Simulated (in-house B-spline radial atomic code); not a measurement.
Values are calculated unless marked as measured or tabulated.
## What the choice of pseudopotential does to G0W0 on PBE0: Tc²⁺

All numbers come from a B-spline radial code for spherical atoms, non-relativistic (model numbers for so heavy an element), configuration [Kr] 4d5, open shells at high spin. Semilocal Troullier-Martins pseudo-atoms, one channel per l, are made with PBE or LDA for several valence sets and radii, with or without a model core, and set against the all-electron atom. One channel fits only the lowest state of its l, so a second state of that l is approximate. All electrons give 4d up: PBE0 -25.900 eV, G0W0 -30.43 eV, 4p down: PBE0 -60.59 eV, G0W0 -65.51 eV. Potentials are made in the ion's own configuration unless the neutral atom is named, and a smooth local potential serves every l without a channel. Potentials that miss their own reference levels by more than 6 millihartree, or need radii over 3.5 bohr, are left out. Columns give pseudo minus all-electron, in eV; a dash marks a level in the core or of low weight.

```csv
valence,made with,radii (bohr),model core (bohr),4d up PBE0,4d up G0W0,4p down PBE0,4p down G0W0
4d,PBE,s 2.05 p 2.45 d 1.00,1.44,+1.23,+2.95,-,-
4d,PBE,s 2.57 p 3.06 d 1.25,1.44,+1.23,+3.13,-,-
4p 4d,PBE,s 2.05 p 0.82 d 1.00,none,+0.01,+0.47,+1.24,+2.31
4p 4d,"LDA, neutral atom",s 3.40 p 1.34 d 1.62,none,-0.06,+0.52,+1.15,+2.28
4p 4d,"PBE, neutral atom",s 3.26 p 1.19 d 1.44,0.74,+0.18,+0.75,+1.35,+2.51
4p 4d,PBE,s 3.34 p 1.34 d 1.62,0.74,+0.13,+0.72,+1.28,+2.44
4s 4p 4d,"LDA, neutral atom",s 0.87 p 0.93 d 1.12,none,-0.27,-0.42,-0.16,-0.16
4s 4p 4d,"PBE, neutral atom",s 0.98 p 1.03 d 1.25,none,-0.12,-0.23,+0.05,+0.08
4s 4p 4d,"PBE, neutral atom",s 1.13 p 1.19 d 1.44,none,-0.12,-0.22,+0.06,+0.10
4s 4p 4d,"LDA, neutral atom",s 1.25 p 1.34 d 1.62,none,-0.26,-0.36,-0.14,-0.11
4s 4p 4d,"LDA, neutral atom",s 0.87 p 0.93 d 1.12,0.71,-0.27,-0.41,+0.09,+0.10
4s 4p 4d,"LDA, neutral atom",s 0.96 p 1.03 d 1.25,0.71,-0.17,-0.29,+0.21,+0.24
4s 4p 4d,"LDA, neutral atom",s 1.11 p 1.19 d 1.44,0.71,-0.16,-0.27,+0.24,+0.28
4s 4p 4d,"PBE, neutral atom",s 1.28 p 1.34 d 1.62,0.71,-0.28,-0.37,+0.06,+0.11
```

(1) How does the G0W0 shift of 4d up, which all sets hold, depend on the valence set?

Results:

(1) Mean size: 4s 4p 4d: 0.32 eV; 4p 4d: 0.62 eV; 4d: 3.04 eV. A semicore state feels strong exchange with the other subshells of its n, so the gain is largest when that whole shell is in the valence. The means mix radii and the functional used in making the potentials.
